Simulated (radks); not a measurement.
All-electron atom: Nb2+ in [Kr] 4d3.

Method: scalar-relativistic Kohn-Sham, BLYP, spin-polarised, spherical densities, finite nucleus; open shells are filled with parallel spins first (spin-orbit coupling, left out, can overturn this in heavy ions); Fermi nuclear charge, rms radius 4.324 fm; computed with a radial shooting solver on a logarithmic mesh with Libxc functionals.

Energy parts (Ry):
part                        energy
total                  -7638.75839
kinetic                 7865.34720
electron-nucleus      -18352.35460
Hartree                 3085.83638
exchange-correlation    -237.58736

Orbitals (lengths in bohr, moments of r in powers of bohr; <r^-3> diverges for s and p1/2):
[
 {"orbital": "1s down", "occ.": "1", "eigenvalue (Ry)": "-1383.919", "<r^4>": "7.986e-06", "<r^-3>": "-", "<r^2>": "0.001757", "<1/r>": "42.40"},
 {"orbital": "1s up", "occ.": "1", "eigenvalue (Ry)": "-1383.919", "<r^4>": "7.986e-06", "<r^-3>": "-", "<r^2>": "0.001757", "<1/r>": "42.40"},
 {"orbital": "2s up", "occ.": "1", "eigenvalue (Ry)": "-194.6901", "<r^4>": "0.001493", "<r^-3>": "-", "<r^2>": "0.02945", "<1/r>": "9.526"},
 {"orbital": "2s down", "occ.": "1", "eigenvalue (Ry)": "-194.6682", "<r^4>": "0.001493", "<r^-3>": "-", "<r^2>": "0.02944", "<1/r>": "9.526"},
 {"orbital": "2p up", "occ.": "3", "eigenvalue (Ry)": "-174.0030", "<r^4>": "0.001071", "<r^-3>": "2347", "<r^2>": "0.02318", "<1/r>": "9.273"},
 {"orbital": "2p down", "occ.": "3", "eigenvalue (Ry)": "-173.9867", "<r^4>": "0.001070", "<r^-3>": "2348", "<r^2>": "0.02318", "<1/r>": "9.274"},
 {"orbital": "3s up", "occ.": "1", "eigenvalue (Ry)": "-33.53064", "<r^4>": "0.07890", "<r^-3>": "-", "<r^2>": "0.2253", "<1/r>": "3.252"},
 {"orbital": "3s down", "occ.": "1", "eigenvalue (Ry)": "-33.51853", "<r^4>": "0.07884", "<r^-3>": "-", "<r^2>": "0.2253", "<1/r>": "3.251"},
 {"orbital": "3p up", "occ.": "3", "eigenvalue (Ry)": "-26.77169", "<r^4>": "0.08797", "<r^-3>": "384.2", "<r^2>": "0.2316", "<1/r>": "3.091"},
 {"orbital": "3p down", "occ.": "3", "eigenvalue (Ry)": "-26.75821", "<r^4>": "0.08784", "<r^-3>": "384.0", "<r^2>": "0.2316", "<1/r>": "3.090"},
 {"orbital": "3d up", "occ.": "5", "eigenvalue (Ry)": "-15.71825", "<r^4>": "0.1005", "<r^-3>": "50.53", "<r^2>": "0.2263", "<1/r>": "2.854"},
 {"orbital": "3d down", "occ.": "5", "eigenvalue (Ry)": "-15.69762", "<r^4>": "0.1001", "<r^-3>": "50.52", "<r^2>": "0.2261", "<1/r>": "2.854"},
 {"orbital": "4s up", "occ.": "1", "eigenvalue (Ry)": "-5.61337", "<r^4>": "3.486", "<r^-3>": "-", "<r^2>": "1.516", "<1/r>": "1.175"},
 {"orbital": "4s down", "occ.": "1", "eigenvalue (Ry)": "-5.48818", "<r^4>": "3.433", "<r^-3>": "-", "<r^2>": "1.502", "<1/r>": "1.182"},
 {"orbital": "4p up", "occ.": "3", "eigenvalue (Ry)": "-3.85208", "<r^4>": "5.825", "<r^-3>": "52.80", "<r^2>": "1.916", "<1/r>": "1.036"},
 {"orbital": "4p down", "occ.": "3", "eigenvalue (Ry)": "-3.71375", "<r^4>": "5.797", "<r^-3>": "53.77", "<r^2>": "1.904", "<1/r>": "1.042"},
 {"orbital": "4d up", "occ.": "3", "eigenvalue (Ry)": "-1.45123", "<r^4>": "30.28", "<r^-3>": "3.582", "<r^2>": "4.062", "<1/r>": "0.7142"},
 {"orbital": "4d down", "occ.": "0", "eigenvalue (Ry)": "-1.31345", "<r^4>": "35.30", "<r^-3>": "3.491", "<r^2>": "4.317", "<1/r>": "0.7021"}
]

The highest occupied level is 4d up at -19.745 eV. The electron density at the nucleus is 8.41e+04 e/bohr^3 (large components only). The density falls to 0.001 e/bohr^3 at r = 3.63 bohr. Spin moment in Bohr magnetons: 3. The spin density at the nucleus is -2.161 e/bohr^3 (1s -0.013, 2s -0.507, 3s 0.315, 4s -1.955). For comparison, the ionisation energy in NIST's Atomic Spectra Database is 25.040 eV (semi-empirical). In exact Kohn-Sham theory the highest level is minus the ionisation energy, but local and semilocal functionals leave it too shallow, through self-interaction and a potential that decays too fast; potentials with the right tail come closer. Summed over all electrons, <r^2> = 30.97 bohr^2, which gives a Langevin (diamagnetic) susceptibility term of -24.5 x 10^-6 cm^3/mol.
